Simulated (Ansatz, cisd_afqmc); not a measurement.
System: B₂, charge 0, triplet. B2 (SMILES [B][B], triplet).
B3LYP-D3(BJ)/def2-TZVP minimum from Ansatz (a quantum-chemistry and plane-wave program):
```xyz
2

B      0.0000     0.0000    -0.7840
B      0.0000     0.0000     0.7840
```
Charge 0, spin multiplicity 3.

Total energies in cc-pVDZ, 6 correlated electrons, 2 frozen orbitals. Radicals and triplets start from unrestricted determinants; spin-orbit coupling is neglected. Cores are frozen in correlated methods. No relativity. The Monte Carlo rows (phaseless AFQMC, CISD trial, step 0.005/hartree) carry one-sigma bars that omit the constraint's bias. Outlying blocks are dropped, and bars are widened where a walk drifts. Over all cases where full CI ran beside it in this data, AFQMC minus full CI had a median of +0.1 mEh and passed +0.4 mEh in a tenth of the cases. Full CI freezes restricted core orbitals and the other rows unrestricted ones, which leaves a small offset even where coupled cluster is exact. The UHF reference of B2 ([B][B], triplet) is spin-contaminated (<S^2> up to 0.91 over the pure value in the sets run).

| method | program | energy (Eh) | error against FCI (mEh) |
|---|---|---|---|
| HF | Ansatz | -49.14412 | 128.84 |
| MP2 | Ansatz | -49.22293 | 50.02 |
| CCSD | Ansatz | -49.25714 | 15.81 |
| CCSD(T) | Ansatz | -49.26497 | 7.99 |
| CCSDT(Q) | Ansatz | -49.27314 | -0.18 |
| CCSDTQ | Ansatz | -49.27283 | 0.13 |
| AFQMC/CISD | cisd_afqmc | -49.2662 ± 0.0003 | 6.7 ± 0.3 |
| FCI | Ansatz | -49.27295 | 0.00 |

Rough core times of Ansatz's runs on a shared machine: CCSD(T) 30 s, CCSDT(Q) 50 s, CCSDTQ 4 min, FCI 80 s.
